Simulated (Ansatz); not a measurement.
Ideal-gas functions of Cl2H3O3Ta, SMILES `[OH][Ta]([OH])([OH])([Cl])[Cl]` at 600 K and 1 bar, from an Ansatz frequency run at PBE0-D4/def2-TZVP.

Molar mass 302.88 g/mol, point group Cs (symmetry number 1), electronic degeneracy 1, moments of inertia 305.051, 356.461, 470.348 u Å². Harmonic wavenumbers (cm⁻¹, unscaled): 60, 62, 130, 163, 171, 226, 235, 321, 327, 335, 395, 410, 455, 624, 634, 702, 728, 772, 3885, 3887, 3983.

Use S(trans) = R[1.5 ln M + 2.5 ln T − 1.1517]; rotational temperatures θ = 24.2544 K / I; S(rot) = R[ln(√π/σ · √(T³/θAθBθC)) + 1.5]; for each mode x = 1.438777 ν̃/T, S = R[x/(eˣ − 1) − ln(1 − e⁻ˣ)] and H = RT x/(eˣ − 1); 1 cm⁻¹ = 0.0119627 kJ/mol; R = 8.31446 J/(mol·K).

By hand: the entropy, in J/(mol·K).

Translation 194.6. Rotation: θ = 0.0795, 0.068, 0.0516 K, giving 131.0. Vibration, mode by mode: 24.44, 24.17, 18.04, 16.18, 15.78, 13.51, 13.19, 10.69, 10.55, 10.36, 9.07, 8.78, 7.99, 5.70, 5.59, 4.90, 4.66, 4.29, 0.01, 0.01, 0.01, in all 207.9. Electronic 0.0. Sum 533.5 J/(mol·K).

By hand: H − E and G − E in kJ/mol, counted from the electronic energy.

Zero-point energy ½ × 18505 × 0.0119627 = 110.7; thermal vibration 57.4; translation, rotation and pV give 4 RT = 20.0. H − E = 188.1 kJ/mol, and G − E = 188.1 − 600 × 533.5/1000 = -132.0 kJ/mol.

Vibration gives 39 % of the entropy, 66.7 J/(mol·K) of it from the modes under 150 cm⁻¹: soft modes count most, and the harmonic formula is weakest for them. The sum counts one conformer and one mirror image; others add a mixing term.
